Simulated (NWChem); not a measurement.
System: SiH2O, singlet; SMILES O[SiH]

All runs: NWChem. Low-valent species are run as closed-shell singlets; no triplet was tried in these runs. The geometry was optimised at PBE-D3(BJ)/def2-SVP. Vertical excitations in the gas phase; the lowest state need not have the same character in each row.

```tsv
level	lowest excitation, singlet (eV)	oscillator strength of that lowest state	lowest state with f > 0.02, singlet (eV)	oscillator strength of that bright state	lowest triplet (eV)	orbital gap (eV)
PBE/aug-cc-pVDZ, full TDDFT	…	0.019	…	…	…	…
B3LYP/aug-cc-pVDZ, full TDDFT	3.22	0.022	3.22	0.022	1.78	4.15
PBE0/aug-cc-pVDZ, full TDDFT	3.19	0.022	3.19	0.022	1.52	4.51
LRC-wPBEh/aug-cc-pVDZ, full TDDFT	3.16	0.022	3.16	0.022	1.45	7.99
```

Complete the blanks.


- PBE/aug-cc-pVDZ, full TDDFT, lowest excitation, singlet (eV): 3.11
- PBE/aug-cc-pVDZ, full TDDFT, lowest state with f > 0.02, singlet (eV): 4.65
- PBE/aug-cc-pVDZ, full TDDFT, oscillator strength of that bright state: 0.039
- PBE/aug-cc-pVDZ, full TDDFT, lowest triplet (eV): 1.67
- PBE/aug-cc-pVDZ, full TDDFT, orbital gap (eV): 2.58
